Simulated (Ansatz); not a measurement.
`C[CH2][Cd][OH]` + CH₃SH → `C[S][Cd][OH]` + ethane  (ligand exchange at a Cd–C bond)

Isolated molecules relaxed with PBE0-D4/def2-TZVP in Ansatz; ΔE leaves out vibrations. CBS: MP2 limit from def2 TZ/QZ plus the TZ coupled-cluster correction, frozen cores. This one scheme is used for every species. DFT in def2-TZVPP. Elements past krypton have def2 core potentials. For Cd outer-core shells are correlated without core-valence functions, which leaves a few kJ/mol of doubt a bond. One conformer a species, not always the lowest.

Question: Is it downhill or uphill in electronic energy at CCSD(T)/CBS, and by how much? (Estimate.)

Answer: Computed: Downhill: ΔE = -104.2 kJ/mol.

Question: What do these levels give: LDA (SPW92), revPBE-D4, LC-ωPBE, MP2/def2-TZVPP, SCS-MP2/def2-QZVPP, HF/CBS(def2)? (Best estimate.)

Answer: Computed: LDA (SPW92) -93.2, revPBE-D4 -99.5, LC-ωPBE -104.5, MP2/def2-TZVPP -93.9, SCS-MP2/def2-QZVPP -100.9, HF/CBS(def2) -125.3 kJ/mol.

Largest T1 diagnostic among the species: 0.015.

From r2SCAN to r2SCAN0 (25 % exact exchange), in def2-TZVPP and without D4, ΔE moves by −3.3 kJ/mol. In def2-TZVPP, CCSD(T) changes the Hartree–Fock value by +28.4 kJ/mol (the triples alone add +2.4 kJ/mol) and MP2 by +30.5 kJ/mol.
